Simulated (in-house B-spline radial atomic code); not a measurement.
## RPA and G0W0 on LDA VWN5: C4+

Configuration 1s2, mean-field start LDA VWN5. Computed with a B-spline radial code for spherical atoms: all electrons, scalar-relativistic (spin-free one-electron X2C), finite nucleus, each spin shell either full or empty, empty states to l = 9 with an (l + 1/2)⁻⁴ tail; G0W0 by contour deformation at full frequency.

Command:
```bash
python run_gw.py task.json out
```
Settings (radii: box in bohr, nucleus in fm):
```
Z                        6
electrons                2
configuration            1s2
hamiltonian              x2c
method                   lda,vwn
lmax                     9
rms_radius               2.4702
spin_polarised           False
box_radius               11.96
intervals                70
ion_configuration        1s1
```

Cost of the run: 1.3 s on 1 thread of Arm Neoverse V1, with other jobs on the host.

Energies (hartree):

```
                                     term      value
                         mean-field total  -32.05283
Hartree-Fock functional on these orbitals  -32.37218
                      direct second order  -0.094576
                    second-order exchange   0.047289
                         SOSEX correction   0.045212
```

(1) What is the RPA correlation energy, and what remains with SOSEX?

Quasi-particle levels (eV):

```
level  occupied  mean field  Σx - vxc     Σc  QP weight    G0W0
   1s       yes     -354.77    -38.07      ?          ?       ?
   2s        no      -68.48      4.32  -0.20      0.999  -64.35
```

G0W0 = mean field + (Σx - vxc) + Σc, with Σc (partial-wave tail included) taken at the quasi-particle energy.

(2) Where does G0W0 put 1s?

(3) What does it cost to remove one electron (to 1s1) by differences of total energies, each species on its own start (correlation terms add to the Hartree-Fock functional)?

Results:

(1) RPA gives -0.090422 hartree (-1.23 eV per electron); RPA + SOSEX gives -0.04521, and the second-order doubles -0.047287 hartree (no singles). SOSEX takes back 50 % of the RPA value, the self-correlation of each of the two electrons.

(2) At -392.03 eV, with Σc = 0.82 eV and a quasi-particle weight of 0.990. The tabulated removal energy is 392.091 eV (NIST, tabulated theory).

(3) LDA VWN5 388.22 eV, Hartree-Fock functional 390.89 eV, + RPA 392.73 eV, + RPA + SOSEX 392.12 eV, + second order 392.18 eV. Tabulated: 392.091 eV (NIST, tabulated theory).
